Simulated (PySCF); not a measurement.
Species: C2H11N3Si.
Cartesian coordinates in Å at the GFN2-xTB level; atoms count from 1:
```
atom  x, y, z in Å
C1     1.332    0.732    1.179
N2     0.542   -0.151    0.357
C3     1.271   -1.335   -0.014
Si4   -0.735    0.456   -0.636
N5    -1.725   -0.816   -1.267
N6    -1.583    1.541    0.403
H7     1.619    0.223    2.104
H8     0.747    1.613    1.422
H9     2.250    1.050    0.668
H10    1.593   -1.873    0.883
H11    2.165   -1.099   -0.606
H12    0.633   -1.991   -0.602
H13   -0.345    1.228   -1.820
H14   -1.360   -1.382   -2.015
H15   -2.225   -1.402   -0.617
H16   -1.791    1.227    1.338
H17   -2.393    1.991    0.012
```

Theory: TDDFT wB97X-D/def2-SVPD, vertical, gas phase, core orbitals frozen in the response (PySCF 2.14.0, density-fitted response routines).

Computed states:

```json
{"state": "S1", "E (eV)": "6.21", "f": "0.0086"}
{"state": "S2", "E (eV)": "6.80", "f": "0.016"}
{"state": "S3", "E (eV)": "6.95", "f": "0.048"}
{"state": "S4", "E (eV)": "7.04", "f": "0.017"}
{"state": "S5", "E (eV)": "7.22", "f": "0.134"}
{"state": "S6", "E (eV)": "7.53", "f": "0.020"}
{"state": "S7", "E (eV)": "7.93", "f": "0.044"}
{"state": "S8", "E (eV)": "8.02", "f": "0.0015"}
```

Broadening: Gaussians 0.25 eV wide at half height, area fixed by f = 4.319×10⁻⁹ ∫ε dν̃. The cross-section is σ = 3.8235×10⁻²¹ ε cm², given in Mb (10⁻¹⁸ cm²). The width is an assumption, not a result. The curve ends short of the highest state used, and states not computed would add to its high-energy end.

(1) Give the broadened spectrum and its maxima.

(2) Coming from long wavelengths, where does ε first pass 100 L mol⁻¹ cm⁻¹?

(3) On this curve, what absorbance would a 10⁻⁴ mol/L sample give at 193 nm over a 1 cm path?

(4) Does any computed singlet lie in the visible range?

Results:

(1) 
λ (nm), σ (Mb) and a bar:
```
    167.0      13.52 #######
    169.0      31.57 #################
    171.0      54.42 ##############################
    173.0      55.00 ##############################
    174.9      40.90 ######################
    176.9      32.30 ##################
    178.9      28.36 ###############
    180.9      21.19 ############
    182.9      12.56 #######
    184.8       6.17 ###
    186.8       2.24 #
    188.8       0.60 
    190.8       0.19 
    192.8       0.41 
    194.7       1.15 #
    196.7       2.38 #
    198.7       3.40 ##
    200.7       3.41 ##
    202.7       2.45 #
    204.6       1.34 #
    206.6       0.53 
    208.6       0.16 
    210.6       0.04 
    212.5       0.01
```

Maxima: 200 nm (6.21 eV), ε about 930, made up of S1 (100%); 172 nm (7.21 eV), ε about 15000, made up of S5 (95%) (ε in L mol⁻¹ cm⁻¹; maxima over ε = 5, shares over 10%).

(2) At about 207 nm (5.98 eV), 0.22 eV below S1.

(3) 193 nm is 6.424 eV, where ε is about 120 L mol⁻¹ cm⁻¹, so A = ε c l ≈ 0.012 (Beer–Lambert, with the gas-phase spectrum and the assumed width).

(4) No computed singlet lies in the visible range (380 to 750 nm); the lowest, at 200 nm, stands 2.95 eV above its violet end (3.26 eV).

One conformer stands for the species.
